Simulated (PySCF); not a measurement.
Precursor series W OH-NH2. All species are isolated molecules in the gas phase. One relaxed conformer stands for each flexible species; it need not be the lowest.

Quantity: redistribution energy (mixed species minus the weighted end members), in kJ/mol.

A: 4 of 6 OH replaced by NH2: [W(OH)2(NH2)4]
B: 1 of 6 OH replaced by NH2: [W(OH)5(NH2)]
C: 5 of 6 OH replaced by NH2: [W(OH)(NH2)5]

Q: Rank these by redistribution energy (mixed species minus the weighted end members) (lowest first), as B3LYP/6-31G* (LANL2DZ on W) // PBE-D3(BJ)/def2-SVP (PySCF) gives it.

A: B (-4.35 kJ/mol), C (7.82 kJ/mol), A (24.16 kJ/mol)
